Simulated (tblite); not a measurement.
Isomers of C5H11Ga. Method: GFN2-xTB as coded in tblite; computed harmonic values from a numerical Hessian at the method's own geometry, unscaled. The method is semi-empirical: single wavenumbers can be off by several per cent or more. Modes of hydrogen on gallium can be 10 to 20 % off. One conformer each.

Electronic energies: GFN2-xTB at the same geometries; isomer energies are rough at this level and their order can be wrong.

| SMILES | electronic energy, lowest = 0 (kJ/mol) |
| --- | --- |
| [GaH2][CH]1CCCC1 | 0.0 |
| [CH3][GaH][CH]1CCC1 | 89.9 |
| C[C@H]1C[CH2][GaH][CH2]1 | 42.9 |
| C[C@@H]1CC[CH2][GaH]1 | 62.9 |
| [CH3][GaH][CH]=C(C)C | 94.2 |

Q: How do GFN2-xTB zero-point energies change the relative energies?

A: 
```
                  SMILES  ZPE (kJ/mol)  of it from modes above 1550 cm⁻¹  electronic (kJ/mol)  with ZPE, lowest = 0 (kJ/mol)  lowest mode (cm⁻¹)  rings
        [GaH2][CH]1CCCC1         360.1                             157.7                  0.0                            0.0                  29      1
C[C@H]1C[CH2][GaH][CH2]1         366.5                             176.1                 42.9                           49.3                 111      1
   C[C@@H]1CC[CH2][GaH]1         366.6                             176.0                 62.9                           69.4                 100      1
     [CH3][GaH][CH]1CCC1         359.0                             175.5                 89.9                           88.8                  35      1
    [CH3][GaH][CH]=C(C)C         352.6                             187.5                 94.2                           86.7                  36      0
```

The zero-point energies span 14.0 kJ/mol, from `[CH3][GaH][CH]=C(C)C` to `C[C@@H]1CC[CH2][GaH]1`. The lowest isomer stays, but the order above it changes.

Q: What do entropy and thermal enthalpy add at 298.15 K and 1 bar (rigid rotor, harmonic oscillator, one conformer each)?

A: 
```tsv
SMILES	point group	symmetry number	S (J/(mol K))	H − H(0) (kJ/mol)	ZPE + H − H(0) − TS (kJ/mol)
[GaH2][CH]1CCCC1	C1	1	375.9	23.53	271.6
C[C@H]1C[CH2][GaH][CH2]1	C1	1	357.9	23.07	282.8
C[C@@H]1CC[CH2][GaH]1	C1	1	365.6	23.87	281.4
[CH3][GaH][CH]1CCC1	C1	1	400.6	26.36	266.0
```

Not tabulated: `[CH3][GaH][CH]=C(C)C` (point group not settled).
